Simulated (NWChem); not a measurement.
Molecule: AlSiH4O3Cl; SMILES [OH][Al]([OH])[O][SiH2]Cl

```xyz
10

Si    -0.2966    -1.4686    -0.8871
Cl     0.2639    -2.4956     0.8247
O      0.0298     0.1184    -0.6971
Al     0.0158     1.6562     0.0242
O     -1.4406     2.2324     0.6586
O      1.4076     2.6149     0.0830
H     -1.7509    -1.7058    -1.0854
H      0.5006    -2.0187    -2.0144
H     -1.5338     3.0906     1.0746
H      2.2717     2.3650    -0.2461
```
Atoms are numbered in this order, from 1.

Program: NWChem. Structure relaxed at the PBE0/def2-SVP level. Level B3LYP/def2-SVP: energy and gradient on several grids; changes count from the extra-fine grid, which is no exact limit either.

```
grid     size of the energy change (μHa)  largest change of a gradient component (μHa/bohr)
-------  -------------------------------  -------------------------------------------------
xcoarse                            10000                                               4000
coarse                                70                                                300
medium                              < 10                                                 50
fine                                < 10                                               < 30
xfine                               < 10                                               < 30
```
